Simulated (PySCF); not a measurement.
This PySCF input asks for the NMR shieldings of `C1[CH]([AlH][CH3])C1`, C4H9Al; the geometry comes from GFN2-xTB.

```python
import basis_set_exchange as bse
import numpy as np
from pyscf import gto, dft
from pyscf.prop import nmr

atoms = """
C     2.804953   -0.211496    0.056919
Al    0.909788    0.361729    0.212391
C    -0.759801   -0.565723   -0.319328
C    -1.846888    0.415232   -0.724421
C    -1.916828   -0.234308    0.607813
H     3.484977    0.635856    0.209534
H     3.088213   -0.971485    0.794431
H     3.043664   -0.636536   -0.925564
H     0.571196    1.744011    0.836242
H    -0.851928   -1.541459   -0.797451
H    -1.590863    1.470376   -0.742020
H    -2.555047    0.126693   -1.488113
H    -1.707945    0.391074    1.470515
H    -2.674168   -0.984436    0.786887
"""
names = dict.fromkeys(["C", "Al", "H"], "pcSseg-1")
basis = {el: gto.basis.parse(bse.get_basis(n, elements=[el], fmt="nwchem")) for el, n in names.items()}
mol = gto.M(atom=atoms, basis=basis, charge=0, verbose=0)
mf = dft.RKS(mol, xc="PBE0")
mf.grids.level = 2
mf.grids.alignment = dft.numint.BLKSIZE   # the property module wants whole blocks of grid points
mf.conv_tol = 1e-9
mf.kernel()

calc = nmr.RKS(mf)   # GIAO
C = mf.mo_coeff
Co = C[:, mf.mo_occ > 0]
resp = mf.gen_response(singlet=True, hermi=2)
def vind(x):   # induced exchange potential for any number of trial vectors
    d = np.einsum("pi,xij,qj->xpq", C, 2 * x.reshape(-1, C.shape[1], Co.shape[1]), Co, optimize=True)
    return np.einsum("xpq,pi,qj->xij", resp(d - d.transpose(0, 2, 1)), C, Co, optimize=True).ravel()
mo1, _ = nmr.rhf.solve_mo1(calc, with_cphf=vind)
sigma = calc.kernel(mo1)
for i, s in enumerate(sigma):   # ppm
    w = np.linalg.eigvalsh((s + s.T) / 2)
    print("%2d %-2s iso %8.1f  s11 %8.1f  s22 %8.1f  s33 %8.1f" % (i, mol.atom_pure_symbol(i), w.mean(), *w))
```

**Question.** What are the results?

**Answer.** 
```
 0 C  iso    192.0  s11    182.3  s22    194.3  s33    199.4
 1 Al iso    270.9  s11    184.6  s22    309.7  s33    318.3
 2 C  iso    189.4  s11    140.4  s22    192.1  s33    235.7
 3 C  iso    187.0  s11    159.1  s22    180.7  s33    221.1
 4 C  iso    187.3  s11    159.6  s22    181.1  s33    221.2
 5 H  iso     31.4  s11     27.3  s22     28.3  s33     38.7
 6 H  iso     31.7  s11     27.6  s22     28.8  s33     38.7
 7 H  iso     31.5  s11     27.3  s22     29.1  s33     38.3
 8 H  iso     27.3  s11     23.9  s22     26.9  s33     31.2
 9 H  iso     32.1  s11     25.5  s22     28.0  s33     42.7
10 H  iso     31.4  s11     24.8  s22     28.3  s33     41.0
11 H  iso     30.9  s11     25.0  s22     26.5  s33     41.2
12 H  iso     31.4  s11     24.9  s22     28.3  s33     41.0
13 H  iso     30.9  s11     25.0  s22     26.5  s33     41.3
```

These numbers come from an equivalent density-fitted implementation of the same equations, which agrees with the script to about 0.01 ppm for H and up to a few tenths of a ppm for heavy atoms, so last digits may differ.

Size and cost of the density-fitted run: 137 basis functions, 13 s wall time on 1 thread of an Intel Xeon Platinum 8488C, shared host; peak memory 0.66 GiB.
